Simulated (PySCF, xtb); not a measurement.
C₅H₉N, SMILES C#C[C@@H](C)CN. Other conformers were not sampled.

Harmonic wavenumbers (cm⁻¹) from GFN2-xTB in xtb at its own minimum, in rising order: 107, 153, 182, 207, 264, 298, 375, 465, 574, 665, 674, 821, 895, 945, 981, 1021, 1075, 1122, 1152, 1157, 1254, 1288, 1310, 1360, 1402, 1481, 1489, 1494, 1556, 2289, 2807, 2901, 2951, 3037, 3040, 3062, 3381, 3394, 3421.

Q: What does PySCF with PBE0-D3(BJ)/def2-SVP give at its own minimum? (The exact figures need the calculation; the answer reports its results.)

A: 118, 174, 208, 237, 266, 323, 418, 549, 643, 690, 699, 788, 836, 935, 954, 1008, 1086, 1137, 1167, 1191, 1288, 1341, 1348, 1382, 1419, 1458, 1473, 1489, 1628, 2237, 2979, 3056, 3066, 3086, 3162, 3185, 3490, 3538, 3629. Paired by order, the mean absolute difference is 54 cm⁻¹ and the zero-point energies are 80.1 and 82.5 kcal/mol.
